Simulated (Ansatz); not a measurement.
GeHMe2Br (C2H7BrGe), relaxed as a singlet with RKS B3LYP-D4/def2-SVP in Ansatz, starting from the GFN2-xTB geometry. Force threshold 0.02 eV/Å.

Start:

```xyz
11

Ge   -0.246    0.459    0.451
H     0.184    1.253    1.679
C    -0.269   -1.490    0.798
H    -0.937   -1.732    1.621
H     0.727   -1.843    1.048
H    -0.611   -2.023   -0.087
C     0.753    0.994   -1.172
H     0.675    2.065   -1.342
H     0.350    0.481   -2.044
H     1.803    0.736   -1.076
Br   -2.429    1.099    0.126
```

```csv
step,energy (eV),largest force component (eV/Å),SCF passes
1,-128739.7144,0.613,15
2,-128739.7639,0.290,18
3,-128739.7733,0.083,18
4,-128739.7737,0.025,12
5,-128739.7738,0.015,18
```

Force components are those of the run's own axes.

End:

```xyz
11

Ge   -0.259    0.467    0.455
H     0.209    1.255    1.697
C    -0.258   -1.464    0.774
H    -0.894   -1.709    1.636
H     0.769   -1.809    0.977
H    -0.643   -1.990   -0.113
C     0.747    0.966   -1.148
H     0.674    2.049   -1.324
H     0.342    0.436   -2.023
H     1.807    0.694   -1.023
Br   -2.494    1.105    0.092
```

By distances, no bond broke or formed. The bond that changes most is Ge1–Br11, from 2.30 to 2.35 Å (atoms count from 1).

No frequencies were taken in this run, so the end may be a saddle point.

Hardware: 4 threads of Arm Neoverse V2 on a shared host. Wall time 8 s.
